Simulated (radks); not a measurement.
Values are calculated unless marked as measured or tabulated.
Problem. Neutral tungsten is in [Xe] 4f14 5d5 6s1. Code: a radial shooting solver on a logarithmic mesh with Libxc functionals. Model: scalar-relativistic Kohn-Sham, BLYP, spin-polarised, spherical densities, finite nucleus; Fermi nuclear charge, rms radius of each element as measured or else 0.836 A^(1/3) + 0.57 fm. Open shells are filled with parallel spins first. One electron is removed from 5p, 5d, 6s, 4f in turn, with full relaxation. Which removal costs least, and what does each cost?

Solution. 5d 7.941 eV; 6s 8.616 eV; 4f 38.946 eV; 5p 44.403 eV. The 5d electron leaves first.
